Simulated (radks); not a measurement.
Results of a calculation; reference values are marked as such.
Q: The vanadium ion V13+, configuration 2s2 2p6 3d2 (not the ground configuration). Level of theory: non-relativistic Kohn-Sham, TPSS, spin-unpolarised, spherical densities, point nucleus; meta-GGA in the generalised Kohn-Sham scheme (a radial shooting solver on a logarithmic mesh with Libxc functionals). Some entries of the table are withheld. Estimate them.

| orbital | occ. | eigenvalue (hartree) | <r^2> (bohr^2) |
|---|---|---|---|
| 2s | 2 | -38.94056 | (1) |
| 2p | 6 | -36.56686 | (2) |
| 3p | 0 | -12.86745 | 0.6037 |
| 3d | 2 | -11.23271 | 0.5201 |
| 4d | 0 | -6.02250 | 2.299 |
| 4f | 0 | -5.68094 | 1.836 |

A: 
(1) 2s <r^2> (bohr^2): 0.09790
(2) 2p <r^2> (bohr^2): 0.07423
